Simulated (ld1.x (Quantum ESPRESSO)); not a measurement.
# sulfur: one change to a TM potential, before and after

sulfur (S), norm-conserving Troullier–Martins (Kleinman–Bylander form), made with ld1.x (Quantum ESPRESSO) 7.5 (LDA (PZ), scalar-relativistic). Core [Ne], reference 3s2 3p4. Waves: 3s (bound): rc 1.05 bohr; 3d channel at -0.15 Ry: rc 1.45 bohr; 3p (bound): rc 1.55 bohr. Local part: the p channel. Core correction: none.

All-electron outer shells of the reference configuration (LDA (PZ), scalar-relativistic, ld1.x):

```json
{"shell": "2s", "level (eV)": "-210.79", "outermost node (bohr)": "0.13", "outermost maximum (bohr)": "0.39"}
{"shell": "2p", "level (eV)": "-156.52", "outermost node (bohr)": "–", "outermost maximum (bohr)": "0.33"}
{"shell": "3s", "level (eV)": "-17.28", "outermost node (bohr)": "0.60", "outermost maximum (bohr)": "1.40"}
{"shell": "3p", "level (eV)": "-7.11", "outermost node (bohr)": "0.58", "outermost maximum (bohr)": "1.59"}
```

Change: wave 3p (bound): rc 1.55 bohr becomes 3p (bound): rc 1.90 bohr.

Cutoffs: the cutoffs (Ry, on a coarse ladder) from which the occupation-weighted sum of valence levels, in a spherical-Bessel basis at the reference potential, stays within 10 and 1 mRy of its value at 400 Ry; they do not see the model core or the augmentation charge, which bear on the density cutoff. Errors are all-electron minus pseudo energies relative to the spin-unpolarised reference configuration.

How do hardness, ghosts and transferability respond?

The potential gets neither clearly harder nor softer (80 Ry and 200 Ry → 80 Ry and 200 Ry); of the 9 tests that both files solve, the error grows in 2 and shrinks in 0 by more than 15 % and 0.3 meV (median size 10.9 → 13.1 meV); neither file shows a bound ghost.

| quantity | base | changed |
| --- | --- | --- |
| cutoff, loose | 80 Ry | 80 Ry |
| cutoff, tight | 200 Ry | 200 Ry |
| bound ghosts | none | none |
| error for 3s2 3p3, meV [ΔE 11.86 eV] | +4.3 | +4.6 |
| error for 3s2 3p2, meV [ΔE 34.24 eV] | +36 | +36 |
| error for 3s2 3p1, meV [ΔE 68.39 eV] | +144 | +139 |
| error for 3s1 3p4, meV [ΔE 22.66 eV] | +11 | +13 |
| error for 3s2 3p4.3, meV [ΔE -1.74 eV] | +0.4 | +0.4 |
| error for 3s1 3p5, meV [ΔE 10.24 eV] | +5.7 | +6.6 |
| error for 3s2 3p3.5, meV [ΔE 4.71 eV] | +0.6 | +0.6 |
| error for 3s2 3p4 (spin-polarised), meV [ΔE -0.71 eV] | +64 | +64 |
| error for 3s2 3p3 (spin-polarised), meV [ΔE 9.90 eV] | +206 | +205 |
